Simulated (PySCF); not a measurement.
Input of a response calculation (the driver script's job line, then coordinates in Å):

```
{"job": {"kind": "uv", "xc": "CAM-B3LYP", "basis": "def2-SVPD", "nstates": 8, "ntriplets": 3}, "charge": 0, "multiplicity": 1}
C     -2.676019     0.967253    -0.020117
C     -1.787759    -0.210668     0.364407
O     -1.525090    -1.005077    -0.769735
B     -0.320197    -1.260435    -1.266838
C      0.981775    -0.745914    -0.650714
C      2.004991    -0.342039    -0.140266
Si     3.571289     0.254981     0.634653
H     -3.590213     0.607341    -0.485632
H     -2.157179     1.611643    -0.726020
H     -2.931932     1.543462     0.864788
H     -0.850250     0.146734     0.810091
H     -2.305503    -0.845820     1.093647
H     -0.301849    -1.934599    -2.229513
H      3.286458     1.522173     1.317272
H      4.579923     0.454021    -0.409042
H      4.013956    -0.754110     1.601609
```

The program printed, after the SCF cycles:

```
converged SCF energy = -546.9978606004

Static polarisability (au): isotropic 93.802, principal 72.035 85.085 124.287

Singlet excitations
state   eV       nm        f      main configurations
  1   4.8745    254.4   0.00049   H->L 0.94
  2   5.6423    219.7   0.06682   H-1->L 0.68, H->L+2 0.13, H->L+1 0.09
  3   6.3050    196.6   0.00070   H-1->L+2 0.47, H-1->L+1 0.31
  4   6.4176    193.2   0.00409   H-2->L 0.82
  5   7.4717    165.9   0.45832   H->L+2 0.39, H-3->L 0.35, H-1->L 0.15
  6   7.5239    164.8   0.17303   H->L+1 0.65, H->L+2 0.11, H->L+4 0.11
  7   7.7504    160.0   0.01116   H-1->L+1 0.50, H-1->L+2 0.34, H-1->L+4 0.08
  8   7.7789    159.4   0.03532   H-4->L 0.73

Triplet excitations (Tamm-Dancoff, eV): 4.3494 4.5225 5.1981
```

Method: TDDFT CAM-B3LYP/def2-SVPD, vertical, gas phase, core orbitals frozen in the response in PySCF 2.14.0, density-fitted response routines. Isolated species at its GFN2-xTB geometry (one conformer only).

How many basis functions and electrons does this run hold?

219 basis functions for 60 electrons in 30 doubly occupied orbitals.

What is the polarisability anisotropy, √(½[(α1 − α2)² + (α2 − α3)² + (α3 − α1)²])?

47.10 au.

Which orbital energies lie behind H and L?

HOMO -9.38 eV and LUMO -0.31 eV, a gap of 9.07 eV; state 1 differs from that by -4.19 eV.

Give the energy of state 3 in hartree, cm⁻¹ and kJ/mol.

0.23170 hartree, 50853 cm⁻¹, 608.3 kJ/mol.

What share of the summed oscillator strength falls to the strongest level in this window?

State 5 at 166 nm: 0.4583 of 0.7499, or 61%.

Write the structure that the coordinates describe.

`CCOBC#C[SiH3]` (C4H9BOSi), point group C1.

H and L stand for HOMO and LUMO.

Conformer computed: `[CH3:1][CH2:2][O:3][BH:4][C:5]#[C:6][SiH3:7]`: C1–C2–O3–B4 120°, C2–O3–B4–C5 1°.
